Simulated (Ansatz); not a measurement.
Reaction (ligand exchange at the Si–C bond): `F/C=C(\[SiH3])CF` + `[NH2][AlH][SeH]` → `[SiH3][NH][AlH][SeH]` + `F/C=C\CF`

Isolated molecules relaxed with PBE0-D4/def2-TZVP in Ansatz; ΔE leaves out vibrations. CBS: MP2 limit from def2 TZ/QZ plus the TZ coupled-cluster correction, frozen cores. Double bonds are as drawn, so ΔE can hold a change between cis and trans. Functionals use def2-TZVPP. For Se outer-core shells are correlated without core-valence functions, which leaves a few kJ/mol of doubt a bond. Scalar relativity is left out up to krypton. Each species was taken in one conformer, which may not be the lowest.

| level | ΔE (kJ/mol) |
| --- | --- |
| PBE0-D4 | -48.5 |
| ωB97M-V | -50.6 |
| B2PLYP | -53.9 |
| CCSD/def2-TZVPP | -55.0 |
| CCSD(T)/def2-TZVPP | -53.3 |
| HF/def2-QZVPP | -64.6 |
| SCS-MP2/def2-QZVPP | -56.4 |
| HF/CBS(def2) | -64.8 |

Question: What does CCSD(T)/CBS give? (Estimate.)

Answer: Computed: -53.4 kJ/mol. The listed levels differ from it by 4.9, 2.8, -0.5, -1.6, 0.1, -11.2, -3.0, -11.4 kJ/mol.

Largest T1 diagnostic among the species: 0.012.

In def2-TZVPP, CCSD(T) changes the Hartree–Fock value by +10.3 kJ/mol (the triples alone add +1.6 kJ/mol) and MP2 by +9.9 kJ/mol. From PBE to PBE0 (25 % exact exchange), in def2-TZVPP and without D4, ΔE moves by −3.5 kJ/mol.
